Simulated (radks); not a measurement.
Spherical quantum dot in the effective-mass picture: electrons in a hard-walled sphere of radius 9.67, all in effective atomic units (hartree* = m*/eps^2 hartree, bohr* = eps/m* bohr), one dielectric constant everywhere. Calculated with a radial shooting solver with Libxc functionals: non-relativistic Kohn-Sham, LDA (Slater exchange, Perdew-Wang correlation), spin-polarised, spherical densities. Levels are named by radial order and angular momentum (1s, 1p, 1d, 2s, ...), and open shells are averaged over m.

N = 3, configuration 1s2 1p(up 1, down 0). This is the lowest configuration that the search found. Occupied and some empty levels:

| level | occupation | eigenvalue (hartree*) | <r> (bohr*) |
|---|---|---|---|
| 1s up | 1 | 0.38327 | 5.793 |
| 1s down | 1 | 0.39433 | 5.770 |
| 1p up | 1 | 0.42035 | 6.233 |
| 1p down | 0 | 0.43182 | 6.235 |
| 1d up | 0 | 0.47832 | 6.568 |
| 1d down | 0 | 0.48979 | 6.577 |
| 1f up | 0 | 0.55374 | 6.832 |
| 2s up | 0 | 0.56211 | 4.537 |
| 1f down | 0 | 0.56501 | 6.843 |
| 2s down | 0 | 0.56904 | 4.529 |

Energy (hartree*): total 0.610057, kinetic 0.24453, external 0, Hartree 0.68337, exchange-correlation -0.31783.

Electron density:

| r (bohr*) | n(r) (e/bohr*^3) |
|---|---|
| 0.728 | 0.0009064 |
| 1.45 | 0.0009935 |
| 2.18 | 0.001135 |
| 2.90 | 0.001318 |
| 3.62 | 0.001517 |
| 4.35 | 0.001685 |
| 5.07 | 0.001758 |
| 5.80 | 0.001671 |
| 6.52 | 0.001396 |
| 7.25 | 0.0009738 |
| 7.97 | 0.0005195 |
| 8.70 | 0.0001701 |
| 9.42 | 0.00001044 |
